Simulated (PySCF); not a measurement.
Input file for PySCF: U-B3LYP/LANL2DZ on C2H6Sn (SMILES [CH3][Sn][CH3]), a point of a bond scan (R = 1.203 Å).

```python
from pyscf import gto, scf, dft, mp
from pyscf.data.elements import chemcore

mol = gto.M(
    atom='''
    Sn    0.11049966   -0.05642200    0.41150884
    C     0.48886593    1.54481729   -1.06852756
    H    -0.56346388    1.97705331   -1.45998851
    H     1.00714018    1.11945612   -1.93265368
    H     1.08249157    2.36337787   -0.66374796
    C    -1.05454507   -1.25597708   -1.03810297
    H    -0.42606318   -1.48134684   -1.90440157
    H    -1.90100089   -0.66304383   -1.39614904
    H    -1.42567856   -2.18814390   -0.61430550
    ''',
    basis='lanl2dz',
    ecp={'Sn': 'lanl2dz'},
    charge=0, spin=0, verbose=3, max_memory=1800)
mf = dft.UKS(mol, xc='b3lyp')
mf.conv_tol = 1e-8
mf.max_cycle = 100
mf.init_guess_breaksym = True
mf.kernel()
if not mf.converged:
    mf = mf.newton().run(mf.mo_coeff, mf.mo_occ)
for _ in range(4):
    mo, _, stable, _ = mf.stability(return_status=True)
    if stable:
        break
    mf.kernel(mf.make_rdm1(mo, mf.mo_occ))
```

Predict the final total energy.

-83.1649 hartree.
